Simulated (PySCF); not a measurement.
Dipole moment and polarisability across levels of theory

GaH5SSi.
SMILES: `[SiH3][S][GaH2]`

PySCF, dipoles from the SCF density, polarisabilities from static response with core orbitals frozen. Geometry: PBE0-D3(BJ)/def2-SVP, one conformer, isolated molecule. The LDA/def2-SVPD calculation is non-relativistic and has no spin–orbit coupling, an omission that weighs most on gallium.

Problem. How do dipole and polarisability depend on functional and basis here?

Solution. 

| level | μ (D) | α (au) | anisotropy (au) |
| --- | --- | --- | --- |
| LDA/def2-SVPD | 1.091 | 86.27 | 39.53 |
| PBE/def2-SVPD | 1.080 | 84.32 | 37.84 |
| B3LYP/def2-SVPD | 1.156 | 81.68 | 35.11 |
| PBE0/def2-SVPD | 1.225 | 80.72 | 34.10 |
| BHandHLYP/def2-SVPD | 1.299 | 78.10 | 31.40 |
| CAM-B3LYP/def2-SVPD | 1.259 | 80.01 | 32.96 |
| wB97X-D/def2-SVPD | 1.294 | 79.67 | 32.41 |
| LC-wPBE/def2-SVPD | 1.386 | 77.43 | 30.65 |
| HF/def2-SVPD | 1.456 | 74.23 | 26.52 |
| PBE0/6-31G* | 1.443 | 66.02 | 35.07 |
| PBE0/def2-SVP | 1.254 | 68.02 | 36.42 |
| PBE0/aug-cc-pVDZ | 1.195 | 81.34 | 34.71 |
| PBE0/def2-TZVP | 1.147 | 76.04 | 36.01 |
| PBE0/def2-TZVPD | 1.166 | 81.40 | 34.49 |
| PBE0/aug-cc-pVTZ | 1.175 | 81.65 | 34.53 |

The anisotropy is √(½[(α1 − α2)² + (α2 − α3)² + (α3 − α1)²]). The dipole runs from 1.08 D (PBE/def2-SVPD) to 1.46 D (HF/def2-SVPD). No reference polarisability is at hand; against PBE0 in the largest diffuse basis at hand (aug-cc-pVTZ) the other PBE0 rows deviate by 6-31G* -19%, def2-SVP -17%, def2-SVPD -1%, aug-cc-pVDZ 0%, def2-TZVP -7%, def2-TZVPD 0%. In one basis (def2-SVPD) the functionals order the polarisability from HF (lowest) to LDA (highest), a spread of 16%. With PBE0 the polarisability is 70.03 au without diffuse functions (mean of 6-31G*, def2-SVP and def2-TZVP) and 81.27 au with them (mean of def2-SVPD, aug-cc-pVDZ, def2-TZVPD and aug-cc-pVTZ).
